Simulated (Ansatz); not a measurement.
Consider the homolysis of the S–Si bond: `S[SiH2][SeH]` → `[SH]`• + `[SiH2][SeH]`•.

Calculated with Ansatz (gas phase, PBE0-D4/def2-TZVP geometries, no zero-point term in ΔE). CCSD(T)/CBS adds triple-zeta CCSD(T) − MP2 to the extrapolated MP2 energy (def2 sets, frozen cores). This one scheme is used for every species. Functionals use def2-TZVPP. HSE06 is defined as in plane-wave codes. Open shells (•) are unrestricted, without spin–orbit coupling. For Se outer-core shells are correlated without core-valence functions, which leaves a few kJ/mol of doubt a bond. Scalar relativity is left out up to krypton. One conformer a species, not always the lowest.

`S[SiH2][SeH]`:

```xyz
7

S    -1.057    1.644    0.764
Si   -0.010   -0.189    0.495
Se   -0.321   -0.910   -1.645
H    -0.390    2.287   -0.209
H     1.450   -0.067    0.732
H    -0.610   -1.095    1.503
H     0.937   -1.670   -1.640
```

`[SH]`•:

Z-matrix (Å, degrees):
```
S
H 1 1.346
```

`[SiH2][SeH]`•:

```xyz
5

Si   -0.165    0.673   -0.415
Se    0.250   -0.591    1.427
H    -0.043   -0.139   -1.661
H    -1.566    1.148   -0.247
H     1.525   -1.091    0.895
```

What is ΔE at CCSD(T)/CBS? (Best estimate.)

Ansatz gave: +380.1 kJ/mol.

What do these levels give: BLYP-D4, r2SCAN-D4, HSE06-D4, CAM-B3LYP-D4, ωB97X-V, PBE-QIDH, BHLYP, HF/def2-SVP, CCSD/def2-TZVPP, HF/def2-QZVPP, SCS-MP2/def2-QZVPP, CCSD/CBS(def2)? (Best estimate.)

Ansatz gave: BLYP-D4 348.5, r2SCAN-D4 359.3, HSE06-D4 367.5, CAM-B3LYP-D4 358.3, ωB97X-V 377.5, PBE-QIDH 374.0, BHLYP 342.5, HF/def2-SVP 257.5, CCSD/def2-TZVPP 353.2, HF/def2-QZVPP 263.6, SCS-MP2/def2-QZVPP 384.8, CCSD/CBS(def2) 370.5 kJ/mol.

Largest T1 diagnostic among the species: 0.014.

Leaving LDA and LC-ωPBE aside and taking each functional with its dispersion term where it has one, the values, not all of them listed here, spread over 32.4 kJ/mol, from BLYP-D4 to ωB97M-V. LDA lies +57.7 kJ/mol from PBE without D4, its usual overbinding. The D4 term adds +12.8 kJ/mol with B3LYP and +6.8 kJ/mol with PBE0; it sums over pairs of atoms, weighted by their polarisabilities, and B3LYP, whose exchange is more repulsive, gets the larger term. In def2-TZVPP, CCSD(T) changes the Hartree–Fock value by +98.7 kJ/mol (the triples alone add +9.6 kJ/mol) and MP2 by +119.0 kJ/mol; breaking electron pairs costs correlation energy, which Hartree–Fock lacks.

B3LYP here is the variant with VWN-RPA as its local correlation; programs differ in this.
